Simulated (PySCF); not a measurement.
Ligands exchanged one at a time, Ge OH-SH. Isolated molecules, 0 K electronic values unless said otherwise. One relaxed conformer stands for each flexible species; it need not be the lowest. Strings in code marks are SMILES.

Method: B3LYP-D3(BJ)/def2-TZVP (PySCF). All candidates: neutral, multiplicity 1. B3LYP has the VWN-RPA correlation part, as in Gaussian. Delta-SCF ions had no search for a lower state. Excitations are Tamm–Dancoff values on a coarser integration grid. The basis has no diffuse functions, so Rydberg states are missing or too high.

The vertical ionisation energy (Delta-SCF) is 9.73 eV and the T1 excitation (TDA) is 4.94 eV. The HOMO–LUMO gap is 6.47 eV.

Question: Identify which member has these values.
A. `[SH][Ge]([SH])([SH])[SH]`
B. `[OH][Ge]([OH])([SH])[SH]`
C. `[OH][Ge]([OH])([OH])[OH]`
D. `[OH][Ge]([SH])([SH])[SH]`

Answer: B, `[OH][Ge]([OH])([SH])[SH]`. The others give `[OH][Ge]([OH])([OH])[OH]`: 11.29 eV, 6.57 eV, 8.16 eV; `[SH][Ge]([SH])([SH])[SH]`: 9.08 eV, 4.03 eV, 5.37 eV; `[OH][Ge]([SH])([SH])[SH]`: 9.23 eV, 4.31 eV, 5.75 eV
